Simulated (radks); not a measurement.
All-electron atom: Xe36+ in [Ar].

All-electron calculation, scalar-relativistic Kohn-Sham, LB94 model potential, spin-polarised, spherical densities, finite nucleus; Fermi nuclear charge, rms radius 4.7859 fm. Program: a radial shooting solver on a logarithmic mesh with Libxc functionals.

Energy parts (eV):
part                   energy
kinetic            185415.441
electron-nucleus  -384337.611
Hartree             27389.344
(The LB94 potential has no energy functional, so no total or exchange-correlation energy is given.)

Orbitals (lengths in bohr, moments of r in powers of bohr; r(max) is where P^2 peaks):
| orbital | occ. | eigenvalue (eV) | r(max) |
|---|---|---|---|
| 1s | 2 | -36516.06 | 0.01715 |
| 2s | 2 | -7344.961 | 0.09654 |
| 2p | 6 | -6808.989 | 0.07743 |
| 3s | 2 | -2744.544 | 0.2642 |
| 3p | 6 | -2576.091 | 0.2550 |
| 3d | 0 | -2373.563 | 0.2022 |
| 4s | 0 | -1427.443 | 0.5357 |

The highest occupied level is 3p at -2576.1 eV. The density falls to 0.001 e/bohr^3 at r = 0.82 bohr. Summed over all electrons, <r^2> = 0.8023 bohr^2, which gives a Langevin (diamagnetic) susceptibility term of -0.635 x 10^-6 cm^3/mol. For comparison, the ionisation energy in NIST's Atomic Spectra Database is 2556 eV (theoretical). In exact Kohn-Sham theory the highest level is minus the ionisation energy, but local and semilocal functionals leave it too shallow, through self-interaction and a potential that decays too fast; potentials with the right tail come closer.
